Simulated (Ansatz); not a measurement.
Geometry optimisation, Ansatz, RKS PBE/def2-SVP.

Input file:

```yaml
crystal:
  periodic: [false, false, false]
  atoms:
    - { symbol: Hf, position_ang: [0.037996, -0.538548, 0.117224] }
    - { symbol: Cl, position_ang: [0.415165, -0.13251, 2.531602] }
    - { symbol: O, position_ang: [1.767211, -0.930404, -0.593438] }
    - { symbol: Si, position_ang: [3.303859, -1.353249, -1.188716] }
    - { symbol: H, position_ang: [3.136882, -2.473445, -2.174347] }
    - { symbol: H, position_ang: [3.904704, -0.150449, -1.858057] }
    - { symbol: H, position_ang: [4.156698, -1.794381, -0.035526] }
    - { symbol: Cl, position_ang: [-0.674242, 1.351488, -1.107228] }
    - { symbol: Cl, position_ang: [-1.22672, -2.476393, -0.347521] }
    - { symbol: Si, position_ang: [-3.420921, 0.3613, 1.433808] }
    - { symbol: H, position_ang: [-3.935457, -0.150921, 0.117081] }
    - { symbol: H, position_ang: [-4.090887, -0.356395, 2.57468] }
    - { symbol: H, position_ang: [-3.635255, 1.844304, 1.547524] }
    - { symbol: H, position_ang: [-1.965534, 0.097303, 1.560214] }
basis:
  gaussian: { orbitals: def2-SVP }
hamiltonian:
  xc: pbe
relax:
  f_tol: 0.03
  max_steps: 50
```

Launched with:

```bash
$ ansatz run input.yaml --threads 4 --pin off --max-ram 5120MiB --backend cpu --events-out ev --progress --plain --runs-dir out
```

Where does it end, and by what steps?

It converged. After 4 steps the energy has fallen by 0.133 eV; Cl2 moved furthest, 0.25 Å.

```json
{"step": "0", "energy less start (eV)": "0.0000", "largest force component (eV/Å)": "1.292", "accepted": "yes"}
{"step": "1", "energy less start (eV)": "-0.0961", "largest force component (eV/Å)": "0.805", "accepted": "yes"}
{"step": "2", "energy less start (eV)": "-0.1052", "largest force component (eV/Å)": "0.983", "accepted": "yes"}
{"step": "3", "energy less start (eV)": "-0.1311", "largest force component (eV/Å)": "0.138", "accepted": "yes"}
{"step": "4", "energy less start (eV)": "-0.1330", "largest force component (eV/Å)": "0.025", "accepted": "yes"}
```

```xyz
14
Properties=species:S:1:pos:R:3
Hf 0.106 -0.525 0.238
Cl 0.664 -0.164 2.507
O 1.795 -0.936 -0.563
Si 3.298 -1.359 -1.216
H 3.102 -2.473 -2.204
H 3.883 -0.157 -1.901
H 4.197 -1.807 -0.101
Cl -0.626 1.394 -0.941
Cl -1.188 -2.465 -0.162
Si -3.514 0.363 1.376
H -4.030 -0.126 0.058
H -4.183 -0.358 2.509
H -3.697 1.845 1.507
H -2.034 0.066 1.470
```

Whether the end is a true minimum wasn't checked by a vibrational analysis.

The run took 10 s on 4 threads of Intel(R) Xeon(R) 6975P-C (Granite Rapids), with other jobs on the host, peak memory 0.3 GiB.
